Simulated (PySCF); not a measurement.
# Radial density of Sc (scandium, neutral)

UHF, [Ar] 3d1 4s2, 2D determinant. Computed with PySCF 2.14 in 6-31G*, with the non-relativistic Hamiltonian (point nucleus).

```
r (bohr)  4πr²ρ (e/bohr)  4πr²(ρα − ρβ)
 0.00136          0.1336         0.0000
 0.00229          0.3689         0.0000
 0.00385          0.9843         0.0000
 0.00648           2.481         0.0000
  0.0109           5.848         0.0001
  0.0183           12.11         0.0002
  0.0308           20.46         0.0003
  0.0519           24.73         0.0002
  0.0873           20.15        -0.0002
   0.147           19.78         0.0016
   0.247           26.28         0.0243
   0.415           13.58         0.1392
   0.698           7.331         0.4037
    1.17           7.678         0.5529
    1.98           1.808         0.3485
    3.32          0.7098         0.0942
    5.59          0.2190        -0.0090
    9.40        0.009068        -0.0013
```

Question: Where is the radial spin density 4πr²(ρα − ρβ) most negative, and why is it negative at all?

Answer: Around r = 5.59 bohr, down to -0.0090 e/bohr: exchange with the open shell polarises the paired shells in an unrestricted calculation.
